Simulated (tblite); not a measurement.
Species: C6H11B.
Atom-mapped SMILES: `[CH3:1][CH:2]=[C:3]=[CH:4][B:5]([CH3:6])[CH3:7]` (hydrogens: H8, H9, H10 on C1; H11 on C2; H12 on C4; H13, H14, H15 on C6; H16, H17, H18 on C7)

Computed with GFN2-xTB (tblite), gas phase: Langevin dynamics at 600 K from the optimised GFN2-xTB geometry, time step 0.5 fs, friction 0.01 fs⁻¹, 2000 steps.

Start geometry:
```
atom  x, y, z in Å
C1      3.115   -0.791   -0.548
C2      2.210    0.072    0.282
C3      1.114    0.613   -0.148
C4     -0.023    1.102   -0.569
B5     -1.373    0.353   -0.446
C6     -2.680    1.055   -0.990
C7     -1.448   -1.085    0.198
H8      3.186   -1.788   -0.112
H9      2.736   -0.878   -1.563
H10     4.118   -0.366   -0.579
H11     2.525    0.241    1.305
H12    -0.001    2.091   -1.020
H13    -2.779    2.073   -0.615
H14    -3.598    0.523   -0.750
H15    -2.634    1.142   -2.076
H16    -2.070   -1.066    1.093
H17    -0.480   -1.494    0.477
H18    -1.928   -1.790   -0.480
```

The statistics below take the 31 frames saved every 25 fs from 250 to 1000 fs; their kinetic temperature (all 3N coordinates) averages 618 K.

**Question.** How do the bond lengths spread?

**Answer.** 
```json
{"bond": "C1–C2", "start (Å)": "1.501", "mean (Å)": "1.523", "standard deviation (Å)": "0.037", "shortest (Å)": "1.437", "longest (Å)": "1.601"}
{"bond": "C2=C3", "start (Å)": "1.296", "mean (Å)": "1.294", "standard deviation (Å)": "0.029", "shortest (Å)": "1.227", "longest (Å)": "1.365"}
{"bond": "C3=C4", "start (Å)": "1.308", "mean (Å)": "1.299", "standard deviation (Å)": "0.028", "shortest (Å)": "1.228", "longest (Å)": "1.345"}
{"bond": "C4–B5", "start (Å)": "1.548", "mean (Å)": "1.569", "standard deviation (Å)": "0.053", "shortest (Å)": "1.461", "longest (Å)": "1.712"}
{"bond": "B5–C6", "start (Å)": "1.581", "mean (Å)": "1.597", "standard deviation (Å)": "0.056", "shortest (Å)": "1.506", "longest (Å)": "1.703"}
{"bond": "B5–C7", "start (Å)": "1.578", "mean (Å)": "1.587", "standard deviation (Å)": "0.047", "shortest (Å)": "1.497", "longest (Å)": "1.716"}
{"bond": "C1–H8", "start (Å)": "1.090", "mean (Å)": "1.093", "standard deviation (Å)": "0.034", "shortest (Å)": "1.027", "longest (Å)": "1.147"}
{"bond": "C1–H9", "start (Å)": "1.087", "mean (Å)": "1.092", "standard deviation (Å)": "0.041", "shortest (Å)": "1.019", "longest (Å)": "1.210"}
{"bond": "C1–H10", "start (Å)": "1.090", "mean (Å)": "1.100", "standard deviation (Å)": "0.044", "shortest (Å)": "1.026", "longest (Å)": "1.206"}
{"bond": "C2–H11", "start (Å)": "1.083", "mean (Å)": "1.094", "standard deviation (Å)": "0.043", "shortest (Å)": "1.018", "longest (Å)": "1.151"}
{"bond": "C4–H12", "start (Å)": "1.087", "mean (Å)": "1.100", "standard deviation (Å)": "0.048", "shortest (Å)": "1.019", "longest (Å)": "1.244"}
{"bond": "C6–H13", "start (Å)": "1.089", "mean (Å)": "1.105", "standard deviation (Å)": "0.051", "shortest (Å)": "1.012", "longest (Å)": "1.215"}
{"bond": "C6–H14", "start (Å)": "1.087", "mean (Å)": "1.090", "standard deviation (Å)": "0.035", "shortest (Å)": "1.028", "longest (Å)": "1.174"}
{"bond": "C6–H15", "start (Å)": "1.091", "mean (Å)": "1.097", "standard deviation (Å)": "0.037", "shortest (Å)": "1.049", "longest (Å)": "1.172"}
{"bond": "C7–H16", "start (Å)": "1.090", "mean (Å)": "1.095", "standard deviation (Å)": "0.053", "shortest (Å)": "0.985", "longest (Å)": "1.244"}
{"bond": "C7–H17", "start (Å)": "1.087", "mean (Å)": "1.099", "standard deviation (Å)": "0.041", "shortest (Å)": "1.022", "longest (Å)": "1.164"}
{"bond": "C7–H18", "start (Å)": "1.090", "mean (Å)": "1.105", "standard deviation (Å)": "0.041", "shortest (Å)": "1.031", "longest (Å)": "1.197"}
```

**Question.** Give the same statistics for bond angles, one of each kind among heavy atoms.

**Answer.** 
```tsv
angle	start (°)	mean (°)	standard deviation (°)	smallest (°)	largest (°)
C1–C2–C3	124.5	125.3	5.6	111.1	133.3
C2–C3–C4	177.1	169.3	6.1	154.0	178.4
C3–C4–B5	123.5	122.9	6.4	112.4	137.9
C4–B5–C6	118.6	117.9	4.5	109.4	124.9
C4–B5–C7	121.0	119.7	4.9	107.9	127.9
C6–B5–C7	120.4	121.3	6.2	110.6	139.3
```

**Question.** How far does each atom move about its mean position (frames aligned on the start, all atoms weighted alike), and what rms force does it feel?

**Answer.** 
| atom | rms displacement (Å) | rms force (eV/Å) |
| --- | --- | --- |
| C1 | 0.28 | 2.42 |
| C2 | 0.26 | 2.60 |
| C3 | 0.30 | 3.16 |
| C4 | 0.36 | 2.72 |
| B5 | 0.18 | 1.96 |
| C6 | 0.33 | 2.54 |
| C7 | 0.29 | 2.79 |
| H8 | 0.89 | 1.28 |
| H9 | 0.88 | 1.49 |
| H10 | 0.58 | 1.48 |
| H11 | 0.55 | 1.47 |
| H12 | 0.63 | 1.40 |
| H13 | 1.16 | 1.64 |
| H14 | 0.87 | 1.24 |
| H15 | 1.09 | 1.26 |
| H16 | 0.89 | 1.62 |
| H17 | 0.99 | 1.47 |
| H18 | 1.28 | 1.43 |

The displacements run from 0.18 to 1.28 Å, the largest at H18.

**Question.** Follow the torsion C3–C4–B5–C6 through every second one of these frames.

**Answer.** 
| t (fs) | C3–C4–B5–C6 (°) |
| --- | --- |
| 250 | 175 |
| 300 | -165 |
| 350 | -164 |
| 400 | -165 |
| 450 | 175 |
| 500 | -176 |
| 550 | 160 |
| 600 | 130 |
| 650 | 132 |
| 700 | 149 |
| 750 | 152 |
| 800 | 130 |
| 850 | 125 |
| 900 | 159 |
| 950 | 153 |
| 1000 | 151 |

Largest departure from the start value over all these frames: C3–C4–B5–C6 64° (start 180°).

The run is classical and short, so these are rough statistics of one trajectory.

What follows is the cost of the whole dynamics run. On one thread, Arm Neoverse V1 (aarch64) (shared host), this took 11 s of wall time and 0.18 GiB of memory at its peak.
